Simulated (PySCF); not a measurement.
# BF₂ + 2 HBr → BBr₂ + 2 HF

Level: PBE0 in the def2-TZVP basis family, all electrons, no relativity, computed in PySCF with density fitting; open shells unrestricted.

| species | state and structure | ZPE (kJ/mol) | H(298 K) − H(0) (kJ/mol) | S° (J/(mol K)) |
| --- | --- | --- | --- | --- |
| BF₂ | doublet, C2v, B–F 1.306 Å (×2); F–B–F 121.1° | 18.7 | 10.5 | 246.6 |
| HBr | singlet, C∞v, H–Br 1.421 Å | 16.0 | 8.7 | 198.5 |
| BBr₂ | doublet, C2v, B–Br 1.878 Å (×2); Br–B–Br 126.3° | 9.6 | 12.1 | 293.2 |
| HF | singlet, C∞v, H–F 0.920 Å | 24.9 | 8.7 | 173.6 |

Question: Is the gas-phase reaction uphill or downhill in electronic energy at this level, and by how much?

Answer: At PBE0/def2-TZVP, ΔE = 123.7 kJ/mol, uphill. 

Question: Add zero-point, thermal and entropy terms for 298.15 K and 1 bar.

Answer: ΔZPE = 8.7 and Δ[H(298) − H(0)] = 1.6 kJ/mol give ΔH° = 134.0 kJ/mol. ΔS° = -3.2 J/(mol K), so ΔG° = 134.0 − 298.15 × (-0.0032) = 135 kJ/mol and log₁₀K = -23.6.

Only the bonding shown was studied: isomers, or loss of a ligand pair, can lie lower.
